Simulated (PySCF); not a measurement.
Input file for PySCF: R-B3LYP/6-311+G** on C3H7N (a complex).

```python
from pyscf import gto, scf, dft, mp
from pyscf.data.elements import chemcore

mol = gto.M(
    atom='''
    C    -0.03104439    0.42615089    0.17979373
    H     0.13438928    0.25247475   -0.88241695
    H     0.51385174    1.31955557    0.48448781
    H    -1.09710096    0.56818331    0.35652105
    H     0.32406797   -0.43201632    0.74772377
    C    -0.47890652    0.60373376    3.93925631
    C     0.15707503   -0.68174243    3.70130496
    N     0.66000444   -1.69688278    3.50743383
    H     0.12166124    1.19855072    4.62773583
    H    -0.58055575    1.14652966    2.99962099
    H    -1.46910160    0.45873091    4.37169827
    ''',
    basis='6-311+g**',
    charge=0, spin=0, verbose=3, max_memory=1800)
mf = dft.RKS(mol, xc='b3lyp')
mf.conv_tol = 1e-8
mf.max_cycle = 100
mf.kernel()
if not mf.converged:
    mf = mf.newton().run(mf.mo_coeff, mf.mo_occ)
```

It printed:

```
converged SCF energy = -173.329689623123
```

Self-consistency was reached.

Cost: around 12 core-seconds (rough).
